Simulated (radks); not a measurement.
Ta LXV, configuration [He] 2s2 2p5 (the NIST ground configuration).

Method: Dirac Kohn-Sham, exchange-only PBE, spin-unpolarised, spherical densities, finite nucleus; open shells fill j = l - 1/2 first; Fermi nuclear charge, rms radius 5.3507 fm; computed with a radial shooting solver on a logarithmic mesh with Libxc functionals.

Energy parts (Ry):
total: -20375.6085
kinetic: 23692.2004
electron-nucleus: -45163.2223
Hartree: 1341.2005
exchange: -245.7870

Orbitals (lengths in bohr, moments of r in powers of bohr; <r^-3> diverges for s and p1/2):
orbital  occ.  eigenvalue (Ry)  <r^-3>
1s1/2       2        -5383.748       -
2s1/2       2        -1253.784       -
2p1/2       2        -1224.998       -
2p3/2       3        -1126.797   16410

The highest occupied level is 2p3/2 at -15330.9 eV. The density falls to 0.001 e/bohr^3 at r = 0.32 bohr.
